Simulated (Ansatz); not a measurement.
```xyz
14

C    -0.5540    0.7741   -1.7559
Ga    0.2484   -0.3206   -0.3247
C     1.8515    0.1104    0.7406
N    -1.3014   -0.3628    1.1577
Cl    0.0316   -2.5058   -0.6964
H     0.0987    0.7851   -2.6318
H    -1.5169    0.3660   -2.0711
H    -0.7000    1.8111   -1.4413
H     2.7452    0.0533    0.1150
H     1.9815   -0.5985    1.5614
H     1.8045    1.1210    1.1557
H    -1.5131    0.5172    1.6146
H    -1.0317   -1.0401    1.8631
H    -2.1443   -0.7104    0.7131
```

The species carries charge 0 and has multiplicity 1.

Q: List the PBE/def2-TZVPP orbital energies in eV (Ansatz). (Estimate.)

A: Ansatz gave: Occupied: -10092.67, -2737.26, -1232.55, -1092.24, -1092.20, -1092.15, -382.22, -268.07, -268.07, -247.83, -188.49, -188.38, -188.36, -142.39, -96.94, -96.83, -96.69, -23.40, -19.36, -19.04, -18.95, -18.92, -18.85, -18.13, -16.36, -16.16, -13.49, -13.36, -10.79, -9.40, -9.34, -9.19, -9.09, -8.12, -6.94, -6.81, -6.42, -5.85. Lowest empty: -0.94, 0.43, 0.91, 0.97, 1.22, 1.62, 1.85, 2.34.
